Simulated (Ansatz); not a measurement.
Two isomers of CH5GeNS: A = `C[S][Ge][NH2]`, B = `[NH2][GeH2][CH]=S`.

Isolated molecules relaxed with PBE0-D4/def2-TZVP in Ansatz; ΔE leaves out vibrations. CCSD(T)/CBS is the MP2 limit (def2-TZVPP, def2-QZVPP) plus CCSD(T) − MP2 in def2-TZVPP, frozen cores. Functionals use def2-TZVPP. B3LYP here is the variant with VWN-RPA as its local correlation; programs differ in this. For Ge outer-core shells are correlated without core-valence functions, which leaves a few kJ/mol of doubt a bond. Scalar relativity is left out up to krypton. One conformer a species, not always the lowest.

A:

Z-matrix (Å, degrees):
```
C
S 1 1.814
H 1 1.090 2 109.3
H 1 1.090 2 109.3 3 -119.5
H 1 1.092 2 111.1 3 120.2
Ge 2 2.235 1 100.3 3 -120.5
N 6 1.819 2 96.1 1 -180.0
H 7 1.007 6 120.8 2 179.9
H 7 1.008 6 126.5 2 0.0
```

B:

Z-matrix (Å, degrees):
```
Ge
C 1 1.973
N 1 1.839 2 112.5
H 1 1.539 2 108.9 3 117.6
H 1 1.532 2 107.1 3 -119.3
S 2 1.609 1 123.8 3 116.3
H 2 1.095 1 117.4 3 -61.9
H 3 1.011 1 114.6 2 -56.9
H 3 1.010 1 114.9 2 70.4
```

**Question.** Which is lower in electronic energy at CCSD(T)/CBS, and by how much? (An estimate is asked.)

**Answer.** Ansatz gave: A, by 177.4 kJ/mol.

**Question.** Give E(B) − E(A) in kJ/mol with B2PLYP, r2SCAN-D4, B3LYP-D4, MP2/def2-TZVPP, B3LYP, ωB97M-V, PBE0-D4. (Best estimate.)

**Answer.** The calculation gave: B2PLYP 181.2, r2SCAN-D4 189.6, B3LYP-D4 195.9, MP2/def2-TZVPP 165.1, B3LYP 193.2, ωB97M-V 189.5, PBE0-D4 195.3. None reverses the order clearly.

Largest T1 diagnostic: 0.014.

In def2-TZVPP, CCSD(T) changes the Hartree–Fock value by −10.9 kJ/mol (the triples alone add −2.4 kJ/mol) and MP2 by −6.0 kJ/mol.
